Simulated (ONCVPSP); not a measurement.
## Transferability test, ONCV potential for Al

ONCVPSP 4.0.1 input, shortened (lines: element, Z, core and valence counts, functional; n l f; lmax; l rc ep ncon nbas qcut; lloc lpopt rc5 dvloc0; l nproj debl; icmod fcfact rcfact), PBEsol, non-relativistic:

```
  Al 13.00    3    2  -116133      upf
    1    0    2.00
    2    0    2.00
    2    1    6.00
    3    0    2.00
    3    1    0.75
    2
    0    1.70    0.00    5    9    4.50
    1    2.75    0.00    4    8    2.80
    2    2.35    0.20    4    7    4.60
    4    4    1.20   -1.00
    0    2    0.60
    1    2    0.70
    2    3    1.20
    0    0.00    0.00
```

Energies are relative to the spin-unpolarised reference configuration 3s2 3p0.75; without spin polarisation the order of configurations can differ from experiment.

| valence configuration | charge | ΔE all-electron (eV) | error AE − PS (meV) |
| --- | --- | --- | --- |
| 3s2 3p0 | +1 | 4.894 | -2.1 |
| 3s1 3p2 | 0 | 4.235 | +3.6 |

Task: What are ΔE and the potential's error for 3s1 3p0?

Result: ΔE = 24.031 eV all-electron; the error (AE − PS) is +9.7 meV.

Task: What are ΔE and the potential's error for 3s2 3p1?

Result: ΔE = -0.852 eV all-electron; the error (AE − PS) is -0.1 meV.

Note: ghosts flagged at negative energy: s at -93.1 eV; no localised positive-energy state flagged. A true bound ghost makes a file unfit for plane-wave use.
